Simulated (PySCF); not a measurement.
In(H)(Br)2, SMILES [Br][InH][Br] at its PBE0/def2-SVP optimised geometry (Å):

```
4

In    -0.7409    -0.4192     0.0000
H     -1.6757    -1.8484     0.0002
Br    -1.7350     1.8484     0.0000
Br     1.7350    -0.4192     0.0000
```

Calculation: PBE0/def2-TZVP, def2 effective core potentials past Kr run with PySCF 2.14.0. The core electrons that the potentials of In replace are not part of the density. Cells within 0.4 Å of a nucleus heavier than hydrogen are left out (blank, or x).

Map of the deformation density (molecule minus spherical neutral atoms) (e/bohr³) on the plane z = 0.0 Å:

```
|222222222222222222222222222|
|222222222222222222222222222|
|222222222222222222222222222|
|222221112222222222222222222|
|222211112222222222222222222|
|222222234432222222222222222|
|2222234xx532222222222222222|
|2222343xx332222222222222222|
|2222344xx233222222222222222|
|222223321333222222222222222|
|222222334443222222222222222|
|222222334432222222332222222|
|222222233100122333444222222|
|222222222141013432334211222|
|2222222220xx403431xx3211222|
|2222222220xx213431xx3211222|
|222222343000123432344211222|
|222222357522222333343222222|
|222222379853222222332222222|
|222222259643222222222222222|
|222222123332222222222222222|
|222222112222222222222222222|
|222222222222222222222222222|
|222222222222222222222222222|
|222222222222222222222222222|
|222222222222222222222222222|
|222222222222222222222222222|
```
Scale: ten equal steps from -0.015 (start of '0') to 0.046 (end of '9'), in the order '0123456789'; x runs from -4.00 to 4.00, y from -4.00 (bottom) to 4.00 (top).
